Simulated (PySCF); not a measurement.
Species: C₅H₆OS.
Structure used (PBE0-D3(BJ)/def2-TZVP), in Å, numbered top down from 1:
```
atom  x, y, z in Å
C1     2.402    0.252   -0.253
S2     1.320   -1.143   -0.567
C3    -0.228   -0.425   -0.235
C4    -1.475   -1.128   -0.312
C5    -2.429   -0.228    0.013
O6    -1.885    0.974    0.286
C7    -0.542    0.846    0.133
H8     3.419   -0.100   -0.422
H9     2.309    0.592    0.780
H10    2.191    1.074   -0.939
H11   -1.622   -2.163   -0.576
H12   -3.502   -0.293    0.092
H13    0.043    1.729    0.319
```

Level: wB97X-D/pcSseg-2 in PySCF, non-relativistic, on one gas-phase PBE0-D3(BJ)/def2-TZVP geometry that isn't relaxed in the solvent. The solvent is an IEF-PCM continuum (Bondi radii, 1.10 Å for H, scaled by 1.2). Only the electrostatic response of the medium enters.

Gas phase at wB97X-D/pcSseg-2: HOMO -7.80 eV, LUMO 1.94 eV, dipole 0.91 D.

What does the continuum do to the energy, the frontier levels and the dipole at wB97X-D/pcSseg-2 in chloroform?

```
   solvent      ε  E(solvent) − E(gas) (kJ/mol)  polarisation term (kJ/mol)  distortion of the solute (kJ/mol)  HOMO (eV)  LUMO (eV)  dipole (D)
chloroform  4.711                        -14.24                      -15.73                               1.49      -7.83       1.95        1.22
```

The first energy column is the sum of the next two and covers electrostatics alone.

Give the dipole vector in the frame of the coordinates (D, pointing from negative to positive charge), gas and chloroform.

Gas (0.53, 0.71, 0.18), solvent (0.67, 0.99, 0.25). Its length changes by +34 % and its direction by 3°.

The run took 73 s wall on an Arm Neoverse V1 with one thread, shared host with 32 logical CPUs at a one-minute load of 23, and the process peaked at 1.7 GiB of memory. This is the whole shielding run at wB97X-D/pcSseg-2 in chloroform, SCF included.

The pairwise dispersion term of wB97X-D wasn't added to the energies; at a given geometry it leaves orbitals and properties as they are.
